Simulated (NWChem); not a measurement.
System: AlSiH$_{3}$ClF; SMILES [F][Al]([SiH3])[Cl]

Here is an NWChem input.

```
start job
memory heap 200 mb stack 900 mb global 1100 mb
geometry units angstroms
  Al    -0.383451    -0.118667     0.001805
  Cl     0.849500    -1.814166    -0.003877
  F     -2.020169    -0.412945    -0.003712
  Si     0.498861     2.145365     0.004706
  H     -0.596700     3.151166     0.144353
  H      1.230836     2.397098    -1.275793
  H      1.464332     2.309883     1.135161
end
basis spherical
  Al library def2-svp
  Cl library def2-svp
  F library def2-svp
  Si library def2-svp
  H library def2-svp
end
dft
  xc slater vwn_5
  iterations 150
end
driver
  maxiter 120
end
task dft optimize
task dft freq
```

The level has its own optimisation; frequencies are unscaled.

### Question
What results follow from this input? (LDA (Slater exchange, VWN5)/def2-SVP.) Quantities: r Al–Cl (Å); r Al–F (Å); r Al–Si (Å); r H–Si (Å); highest harmonic frequency (cm⁻¹); lowest (cm⁻¹); zero-point energy (kcal/mol); dipole (D).

### Answer
```yaml
r Al–Cl (Å): 2.086
r Al–F (Å): 1.660
r Al–Si (Å): 2.409
r H–Si (Å): 1.506
highest harmonic frequency (cm⁻¹): 2176
lowest (cm⁻¹): 20
zero-point energy (kcal/mol): 17.4
dipole (D): 1.62
```
